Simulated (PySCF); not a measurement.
Ionising KCa

ωB97X; basis K x2c-SVPall, Ca x2c-SVPall; spin-free X2C with a Gaussian nucleus; PySCF 2.14. Neutral (UKS): doublet (σ ↑), Re = 4.198 Å, ωe = 78.4 cm⁻¹, De = 0.16 eV, HOMO -3.89 eV, LUMO -0.13 eV.

KCa⁺ (UKS): singlet (closed shell), Re = 4.110 Å, ωe = 90.7 cm⁻¹, De = 0.47 eV to K⁺ + Ca. The energies at the minima are -1282.48136 hartree for KCa and -1282.34421 for KCa⁺.

(1) Work out the adiabatic ionisation energy, without and with harmonic zero-point energies (1 hartree = 27.2114 eV, 1 eV = 8065.5 cm⁻¹), and the change of the bond length.

Closed-shell solutions of metal pairs were not tested for spin polarisation, which can lower them a little. Weak bonds: KCa, KCa⁺. Basis-set superposition, not corrected here, can be much of De in a small basis, most of all at correlated wavefunction levels. For an ion De counts to the pair picked by the measured ionisation energies or electron affinities, which need not be the lowest pair at this level. States were picked by a PBE0 search and need not be the measured ground states.

## Answers

(1) At ωB97X: 0.13715 hartree = 3.732 eV between the minima; the zero-point term (90.7 − 78.4)/2 cm⁻¹ = +0.001 eV makes it 3.733 eV. Re changes by -8.8 pm against the neutral. The electron leaves a σ orbital; in so polar a molecule the change of length follows mostly from the change of the ionic charges.
